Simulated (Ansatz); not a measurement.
BF$_{2}$O, SMILES `[O]B(F)F` radical, relaxed with UKS PBE-D4/def2-SVP in Ansatz from a rough embedded geometry. The force threshold is 0.03 eV/Å; the program also tests the step.

Charge 0, multiplicity 2.

Start:

```xyz
4

O    -0.942   -0.194   -1.113
B    -0.006    0.017    0.017
F     1.238    0.722   -0.218
F    -0.290   -0.546    1.314
```

```csv
step,energy (eV),largest force (eV/Å),largest move (Å)
1,-8143.8566,3.880,0.000
2,-8144.0872,3.418,0.196
3,-8144.6726,0.487,0.175
4,-8144.6821,0.086,0.011
5,-8144.6823,0.007,0.002
```

End:

```xyz
4

O    -0.866   -0.173   -1.012
B     0.008    0.002    0.009
F     1.137    0.672   -0.206
F    -0.279   -0.500    1.208
```

It took 4.5 s on 2 threads of an AMD EPYC 7R13 on a shared host, with 0.18 GiB of host memory at the peak.
